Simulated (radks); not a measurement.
The nuclear charge of neutral tellurium is varied continuously with 52 electrons held in [Kr] 4d10 5s2 5p4. All-electron calculation, Dirac Kohn-Sham, PBE, spin-unpolarised, spherical densities, finite nucleus; open shells fill j = l - 1/2 first; Fermi nuclear charge, rms radius 4.7423 fm. Program: a radial shooting solver on a logarithmic mesh with Libxc functionals. By the Hellmann-Feynman theorem dE/dZ = E(electron-nucleus)/Z, the electronic potential at the nucleus (averaged over a nucleus of fixed radius).

| Z | E (hartree) | E(electron-nucleus)/Z (hartree) | HOMO | e(HOMO) (eV) | <r> HOMO (bohr) |
|---|---|---|---|---|---|
| 51.75 | -6717.50298 | -315.370 | 5p3/2 | -3.654 | 2.854 |
| 52 | -6796.61316 | -317.512 | 5p3/2 | -5.622 | 2.723 |
| 52.25 | -6876.25882 | -319.654 | 5p3/2 | -7.742 | 2.614 |
| 52.5 | -6956.43996 | -321.796 | 5p3/2 | -10.000 | 2.518 |
| 52.75 | -7037.15669 | -323.938 | 5p3/2 | -12.387 | 2.434 |
| 53 | -7118.40925 | -326.082 | 5p3/2 | -14.896 | 2.359 |

The central difference of E at Z = 52 is -317.512 hartree, to compare with the third column; the second derivative is -8.57 hartree.
